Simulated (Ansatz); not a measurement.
Molecule: PbI₂, net charge 0, singlet state. 
Geometry from a B3LYP-D3(BJ)/def2-TZVP (Ansatz, a quantum-chemistry and plane-wave program) optimisation:
SMILES: [I][Pb][I]
```xyz
3

Pb    -0.0030    -0.0135     1.0149
I      1.1203    -1.8760    -0.8069
I     -1.1156     1.8970    -0.7633
```

Total electronic energies in hartree. Valence correlation only, unless marked. No spin-orbit coupling. The frozen core is the preceding noble-gas configuration, with the filled d and f shells of earlier blocks. Past Kr the def2 sets carry scalar-relativistic core potentials. CBS marks a two-point X^-3 extrapolation of the correlation energy; Hartree-Fock from the larger set.

```csv
level,program,energy (Eh)
HF/def2-TZVPP,Ansatz,-785.28638
PBE0-D3(BJ)/def2-TZVP,Ansatz + dftd3,-788.44889
PBE0/def2-QZVPP,Ansatz,-788.44778
BHLYP-D4/def2-TZVPD,Ansatz + dftd4,-788.21049
BHLYP/def2-TZVPD,Ansatz,-788.19985
B2GP-PLYP/def2-TZVPD,Ansatz,-787.29681
B2PLYP-D3(BJ)/def2-TZVPD,Ansatz + dftd3,…
SCS-MP2/def2-SVP,Ansatz,-785.49881
"CCSD(T)/CBS(def2-TZVPP,def2-QZVPP)",Ansatz,-785.7620
```

Question: Complete the blanks.

Answer: 
- B2PLYP-D3(BJ)/def2-TZVPD, energy (Eh): -787.54792
